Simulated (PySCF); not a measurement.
**How methods differ on the excitation energy of Ga**

Ga [Ar] 3d10 4s2 4p1 (2P) → Ga [Ar] 3d10 4s2 4d1 (2D), as a difference of total energies. All numbers are calculated (PySCF 2.14, scalar relativity through the core potential, in aug-cc-pVQZ-PP with one added diffuse shell each of s, p, d, f, g type with ECP10MDF (8s7p6d4f3g, 114 functions)). Correlated levels: valence: 3s2 3p6 3d10 frozen. The calculations carry no spin-orbit coupling.

```json
{"method": "UHF", "excitation energy (eV)": "3.996", "error (eV)": "-0.249"}
{"method": "LDA", "excitation energy (eV)": "4.059", "error (eV)": "-0.186"}
{"method": "PBE", "excitation energy (eV)": "3.900", "error (eV)": "-0.345"}
{"method": "PBE0", "excitation energy (eV)": "4.032", "error (eV)": "-0.213"}
{"method": "r2SCAN", "excitation energy (eV)": "4.266", "error (eV)": "+0.021"}
{"method": "TPSSh", "excitation energy (eV)": "4.053", "error (eV)": "-0.192"}
{"method": "MN15", "excitation energy (eV)": "4.177", "error (eV)": "-0.068"}
{"method": "B3LYP", "excitation energy (eV)": "3.975", "error (eV)": "-0.270"}
{"method": "MP2 (valence)", "excitation energy (eV)": "4.152", "error (eV)": "-0.093"}
{"method": "SCS-MP2 (valence)", "excitation energy (eV)": "4.147", "error (eV)": "-0.098"}
```

Reference: 4.245 eV (measured; NIST levels, between the centres of gravity of the two terms).

Errors of the correlated levels include the incompleteness of this basis and the frozen core.
